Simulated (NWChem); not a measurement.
Molecule: SiH₃OF; SMILES O[SiH2]F

```xyz
6

Si    -0.4393     0.0409    -0.0337
O      0.5929    -1.2324    -0.1997
F      0.3762     1.4429    -0.0759
H     -1.3541    -0.0061    -1.1959
H     -1.1430     0.0180     1.2778
H      1.2012    -1.4207     0.5207
```
Atoms are numbered in this order, from 1.

Computed with NWChem. Geometry optimised at PBE0/def2-SVP; all other runs use it. 

```
quantity                                                            level  value
----------------------------------------------------  -------------------  -----
−ε(HOMO) (eV)                                               PBE0/def2-SVP    ___
isotropic polarisability (bohr³), static                   PBE0/def2-SVPD    ___
cavity-dispersion-structure term (kcal/mol) in water   PBE0/def2-SVP, SMD    2.5
vertical, lowest excitation, singlet (eV)             PBE0/def2-SVPD, TDA   7.97
dipole (D)                                                  PBE0/def2-SVP   1.67
highest harmonic frequency (cm⁻¹)                           PBE0/def2-SVP    ___
```

**Question.** What belongs in the gaps?

**Answer.** 
- −ε(HOMO) (eV), value: 9.20
- isotropic polarisability (bohr³), static, value: 30.7
- highest harmonic frequency (cm⁻¹), value: 3938
